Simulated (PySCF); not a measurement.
# Telling isomers of C3H15N2PSi2 apart by NMR

PySCF 2.14.0 with density-fitted response routines calculation with shieldings: GIAO PBE0/pcSseg-1 and GFN2-xTB structure; relativity neglected, equivalent nuclei averaged, one conformer, no solvent model.

Shifts are taken against calculated references (same method and geometry level): 1H (σref 31.72), 13C (σref 186.93) vs TMS. Splittings of carbon signals by F and P are missing where no couplings were computed. Where no couplings were computed, multiplicities follow the n + 1 count of equivalent neighbours, and m marks all less simple cases (inequivalent or close neighbours, rings, F or P nearby). Shifts are as computed. Against solution values, carbons near 30 ppm lie about +3 ppm off and those near 130 ppm about +5 ppm. Of 1211 compounds with measured shifts, 218 miss one by over three times the rms of a fit or turn the order of signals round; such compounds aren't used in these exercises. OH and NH positions are gas-phase values without hydrogen bonding to other molecules.

(1) Tabulate the signals of `CN(C)[C@@H]([SiH3])[Si@@H](N)P`, `CN(C)[C@@H]([SiH3])[Si@H](N)P` and their relative energies.

(2) What is the quickest way to tell CN(C)[C@@H]([SiH3])[Si@@H](N)P from CN(C)[C@@H]([SiH3])[Si@H](N)P?

## Answers

(1) 
| SMILES | carbon types | δC | δH | E rel. (kcal/mol) |
| --- | --- | --- | --- | --- |
| CN(C)[C@@H]([SiH3])[Si@@H](N)P | 1×CH 2×CH3 | 47.5, 46.6 | 5.70 (m, 1H), 3.74 (d, 3H), 2.35 (s, 6H), 1.99 (m, 1H), 1.00 (m, 2H), 0.62 (br s, 2H) | 0.0 |
| CN(C)[C@@H]([SiH3])[Si@H](N)P | 1×CH 2×CH3 | 48.6, 47.5 | 6.45 (m, 1H), 4.16 (d, 3H), 2.42 (s, 6H), 2.11 (m, 1H), 0.83 (m, 2H), 0.27 (br s, 2H) | 1.0 |

Energies are electronic energies at PBE0/pcSseg-1 on these geometries, without zero-point or thermal terms, each for the one conformer computed, which needn't be the lowest.

(2) Both give the same number of carbon signals, with the same numbers of each carbon type, so the positions decide. The first has a methyl carbon bonded to N (CH3) at 47.5 ppm, the second a methyl carbon bonded to N (CH3) at 48.6 ppm. In the proton spectra the most deshielded non-exchanging signals are 5.70 (m, 1H) and 6.45 (m, 1H).
